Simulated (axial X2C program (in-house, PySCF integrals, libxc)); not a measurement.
# Worked dissociation energy of BeCl: PBE0, with spin–orbit coupling

Calculated with an in-house all-electron X2C program for linear molecules (integrals from PySCF). Two-component (2c) means X2C with spin–orbit coupling and atomic mean-field two-electron Coulomb and Gaunt terms. Basis: Cl dyall-av3z [9s8p3d2f], Be dyall-cv3z [8s8p3d1f] (cores contracted in-house); Gaussian nuclei, density fitting, unrestricted open shells. Masses: Cl 34.969 u, Be 9.012 u.

Molecular state: Ω = 1/2 (⟨Sz⟩ = 0.50, ⟨Lz⟩ = 0.00 at PBE0).

- E(Cl) (2M_J = 1): -461.359281 hartree
- E(Be) (2M_J = 0): -14.638860 hartree
- E(BeCl) at Re: -476.155212 hartree
- ωe: 838.1 cm⁻¹
- ωexe: 5.04 cm⁻¹

**Question.** Work out De and D0.

**Answer.** De = -461.359281 + (-14.638860) − (-476.155212) = 0.15707 hartree = 4.274 eV. The zero-point energy is ωe/2 − ωexe/4 = 418 cm⁻¹ = 0.052 eV, so D0 = 4.222 eV.

The state is one determinant whose occupation by symmetry is held fixed; it was picked as the lowest of a PBE0 search that is not exhaustive. Dissociation energies refer to the lowest single-determinant-based atoms at the same level and basis. Density functionals use the spin component along the axis (collinear). In 2c an atomic determinant is not the ground J level, so De misses part of the atomic spin–orbit lowering. This holds for PBE0. Without a current term, density functionals place determinants with orbital angular momentum somewhat too high.

Each atomic determinant is the lowest at this level and need not be a pure J level. Totals compare only within one Hamiltonian and basis.
